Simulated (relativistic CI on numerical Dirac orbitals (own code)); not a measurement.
Slater and spin-orbit integrals, Pb14+

These numbers are calculated, not measured: Dirac-Coulomb-Breit CI, KLI orbitals optimised for each configuration, QED by a radiative potential, unscaled Slater integrals (own radial code, finite nucleus).

Slater integrals F^k, G^k are unscaled and averaged over j, outside the closed core [Kr] 4d10; ζ comes from projecting the Hamiltonian with its Breit term on Σ l·s of the shell.

- 4f14.5s2.5p5.5d: ζ(5p) = 144060, F^2(5p,5d) = 107970, G^1(5p,5d) = 133290, G^3(5p,5d) = 84817, ζ(5d) = 13715 cm⁻¹; <r>(5p) = 0.8935, <r^2>(5p) = 0.8922, <r>(5d) = 1.025, <r^2>(5d) = 1.178 (bohr units).
- 4f14.5s.5p6.5d: G^2(5s,5d) = 96198, ζ(5d) = 13700 cm⁻¹; <r>(5s) = 0.8128, <r^2>(5s) = 0.7362, <r>(5d) = 1.025, <r^2>(5d) = 1.177 (bohr units).
- 4f14.5s2.5p5.5f: ζ(5p) = 145270, F^2(5p,5f) = 83666, G^2(5p,5f) = 68410, G^4(5p,5f) = 47233, ζ(5f) = 1455.9 cm⁻¹; <r>(5p) = 0.8918, <r^2>(5p) = 0.8891, <r>(5f) = 1.264, <r^2>(5f) = 1.808 (bohr units).

In this model ζ of a weakly bound d, f or g electron outside closed shells comes out too small, for d by up to a factor of two or three and at times with the wrong sign; that of an outer p electron is too small as well.

Averages of the first 10 configurations, taken without configuration mixing, which lowers the lowest level and can move excited configurations by several eV; other configurations of the list can lie among them:

| Configuration | Parity | States | Average energy above the lowest level (eV) |
| --- | --- | --- | --- |
| 4f14.5s2.5p6 | even | 1 | 0.1 |
| 4f14.5s2.5p5.5d | odd | 60 | 80.3 |
| 4f14.5s.5p6.5d | even | 20 | 149.5 |
| 4f14.5s2.5p5.5f | even | 84 | 162.1 |
| 4f14.5s2.5p5.5g | odd | 108 | 218.6 |
| 4f14.5s.5p6.5f | odd | 28 | 231.8 |
| 4f14.5s2.5p5.6s | odd | 12 | 137.2 |
| 4f13.5s2.5p6.5d | odd | 140 | 151.1 |
| 4f14.5s2.5p5.6p | even | 36 | 161.8 |
| 4f14.5s.5p6.5g | even | 36 | 288.6 |
